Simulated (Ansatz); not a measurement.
`C[NH][GaH][CH3]` + `N=C=O` → `[CH3][GaH][N]=C=O` + CH₃NH₂  (ligand exchange at a Ga–N bond)

Program: Ansatz. Geometries: PBE0-D4/def2-TZVP. ΔE: electronic, gas phase. CCSD(T)/CBS is the MP2 limit (def2-TZVPP, def2-QZVPP) plus CCSD(T) − MP2 in def2-TZVPP, frozen cores. This one scheme is used for every species. Functionals use def2-TZVPP. For Ga outer-core shells are correlated without core-valence functions, which leaves a few kJ/mol of doubt a bond. Scalar relativity is left out up to krypton. One conformer a species, not always the lowest.

`C[NH][GaH][CH3]`:

Z-matrix (Å, degrees):
```
C
N 1 1.442
H 1 1.098 2 112.5
H 1 1.098 2 112.5 3 -121.6
H 1 1.092 2 110.0 3 119.2
Ga 2 1.821 1 128.6 3 -119.1
H 2 1.008 1 112.9 3 60.8
C 6 1.963 2 118.9 1 0.0
H 6 1.567 2 114.7 1 179.9
H 8 1.091 6 112.3 2 -2.3
H 8 1.093 6 110.3 2 -123.3
H 8 1.093 6 110.2 2 118.6
```

`N=C=O`:

```xyz
4

N    -0.230   -0.135    0.718
C    -0.046    0.279   -0.402
O     0.033    0.774   -1.449
H     0.242   -0.918    1.134
```

`[CH3][GaH][N]=C=O`:

Cartesian coordinates in Å:
```
C -1.232 1.120 0.204
Ga 0.501 0.371 0.692
N 1.027 -1.079 -0.312
C 1.310 -2.012 -0.998
O 1.593 -2.928 -1.669
H -2.014 0.380 0.393
H -1.249 1.346 -0.864
H -1.464 2.026 0.765
H 1.528 0.777 1.789
```

CH₃NH₂:

```xyz
7

C     0.085    0.175   -0.534
N    -0.011    0.021    0.908
H    -0.262   -0.686   -1.124
H     1.124    0.369   -0.809
H    -0.495    1.047   -0.845
H     0.528   -0.776    1.219
H    -0.970   -0.149    1.185
```

```json
{"level": "PBE-D4", "ΔE (eV)": "-0.36"}
{"level": "r2SCAN0-D4", "ΔE (eV)": "-0.48"}
{"level": "ωB97M-V", "ΔE (eV)": "-0.46"}
{"level": "r2SCAN", "ΔE (eV)": "-0.42"}
{"level": "PBE0", "ΔE (eV)": "-0.47"}
{"level": "BHLYP", "ΔE (eV)": "-0.58"}
{"level": "HF/def2-SVP", "ΔE (eV)": "-0.78"}
{"level": "MP2/CBS(def2)", "ΔE (eV)": "-0.44"}
```

What does CCSD(T)/CBS give? (Estimate.)

The calculation gave: -0.43 eV. The listed levels differ from it by 0.07, -0.05, -0.03, 0.01, -0.04, -0.15, -0.35, -0.01 eV.

Largest T1 diagnostic among the species: 0.018.

From BLYP to BHLYP (50 % exact exchange), in def2-TZVPP and without D4, ΔE moves by −0.16 eV. The D4 term adds +0.04 eV with B3LYP and +0.02 eV with PBE0; it sums over pairs of atoms, weighted by their polarisabilities, and B3LYP, whose exchange is more repulsive, gets the larger term.

B3LYP here is the variant with VWN-RPA as its local correlation; programs differ in this.
